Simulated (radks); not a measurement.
Species: Ru. Configuration: [Kr] 4d7 5s1. Calculated with a radial shooting solver on a logarithmic mesh with Libxc functionals: scalar-relativistic Kohn-Sham, r2SCAN, spin-polarised, spherical densities, finite nucleus; open shells are filled with parallel spins first (spin-orbit coupling, left out, can overturn this in heavy ions); meta-GGA in the generalised Kohn-Sham scheme; Fermi nuclear charge, rms radius 4.4809 fm.

Radial electron density D(r) = 4 pi r^2 rho(r):

| r (bohr) | D(r) (e/bohr) | spin D(r) |
|---|---|---|
| 0.00432 | 11.70 | 0.00120 |
| 0.00499 | 14.49 | 0.00148 |
| 0.005809 | 17.99 | 0.00181 |
| 0.006708 | 21.83 | 0.00217 |
| 0.00781 | 26.43 | 0.00258 |
| 0.009019 | 31.22 | 0.00298 |
| 0.0105 | 36.59 | 0.00337 |
| 0.01213 | 41.72 | 0.00367 |
| 0.01412 | 46.83 | 0.00384 |
| 0.0163 | 50.98 | 0.00378 |
| 0.01883 | 54.07 | 0.00343 |
| 0.02192 | 55.78 | 0.00268 |
| 0.02531 | 55.76 | 0.00161 |
| 0.02947 | 54.14 | 0.000183 |
| 0.03403 | 51.63 | -0.00117 |
| 0.03962 | 48.97 | -0.00208 |
| 0.04576 | 47.62 | -0.00163 |
| 0.05327 | 48.60 | 0.00142 |
| 0.06152 | 52.27 | 0.00824 |
| 0.07105 | 58.10 | 0.0207 |
| 0.08271 | 64.78 | 0.0421 |
| 0.09552 | 69.14 | 0.0725 |
| 0.1112 | 69.33 | 0.118 |
| 0.1284 | 64.63 | 0.176 |
| 0.1495 | 56.27 | 0.254 |
| 0.1727 | 48.63 | 0.339 |
| 0.201 | 44.73 | 0.423 |
| 0.2321 | 46.36 | 0.475 |
| 0.2681 | 51.11 | 0.469 |
| 0.3121 | 54.55 | 0.378 |
| 0.3605 | 52.22 | 0.226 |
| 0.4196 | 43.12 | 0.0585 |
| 0.4846 | 31.32 | -0.0155 |
| 0.5642 | 20.44 | 0.0911 |
| 0.6516 | 14.69 | 0.404 |
| 0.7585 | 13.29 | 0.904 |
| 0.876 | 13.98 | 1.44 |
| 1.012 | 14.10 | 1.85 |
| 1.178 | 12.50 | 2.04 |
| 1.36 | 9.833 | 1.99 |
| 1.583 | 6.861 | 1.79 |
| 1.829 | 4.586 | 1.52 |
| 2.129 | 2.935 | 1.23 |
| 2.459 | 1.933 | 0.968 |
| 2.862 | 1.246 | 0.717 |
| 3.306 | 0.7997 | 0.505 |
| 3.818 | 0.4829 | 0.326 |
| 4.444 | 0.2558 | 0.181 |
| 5.133 | 0.1234 | 0.0899 |
| 5.975 | 0.04859 | 0.0359 |
| 6.901 | 0.01683 | 0.0124 |
| 8.033 | 0.004453 | 0.00320 |
| 9.278 | 0.001013 | 0.000698 |
| 10.8 | 0.0001641 | 0.000104 |

D(r) has 4 maxima, at r = 0.0236, 0.103, 0.320, 0.957 bohr, and minima at 0.0469, 0.206, 0.746 bohr, inside which lie 2.02, 11.11, 29.07 electrons.
